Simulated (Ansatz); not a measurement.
Ansatz (an electronic-structure program) input (B2GP-PLYP/def2-TZVPD):

Ansatz 0.2 input:
```yaml
crystal:
  periodic: [false, false, false]
  atoms:
    - {symbol: Se, position_ang: [0.02554170, -0.01119159, 0.97920612]}
    - {symbol: Br, position_ang: [0.80545441, -1.62795802, -0.51561601]}
    - {symbol: Br, position_ang: [-0.83026635, 1.63882986, -0.43561279]}
basis:
  gaussian:
    orbitals: def2-TZVPD
hamiltonian:
  xc: {name: B2GP-PLYP}
magnetization: {spin_polarized: false}
correlation: {electrons: outside_noble_gas}
```

Output:

```
Functional definition: B2GP-PLYP
integrals: 0.25 GiB planned
1090 factors; integrals over basis functions are off by at most 6.1e-4 eV
mean field: 1.08 GiB planned
mean field evaluation 1: about -205390.7158 eV, gradient 1.4e1 eV
mean field evaluation 2: about -205390.8678 eV, gradient 1.4e1 eV
mean field evaluation 4: about -205391.4518 eV, gradient 1.6e0 eV
mean field evaluation 8: about -205391.4637 eV, gradient 4.6e-2 eV
mean field evaluation 16: about -205391.4637 eV, gradient 1.2e-5 eV
mean field -205391.46373162 eV, -7547.9970728026 hartree, gradient 2.7e-6 eV, S^2 0.000000; 0 other end points of the search recorded, 0 dependent functions left out
42 core orbitals not correlated
reference -205391.46384733 eV, -7547.9970770549 hartree; 10, 10 occupied and 119, 119 virtual orbitals, 1090 factors
second order -14.96472326 eV of doubles, -0.00000000 eV of singles
Total energy: -205396.85114771 eV, -7548.1950566921 hartree
```
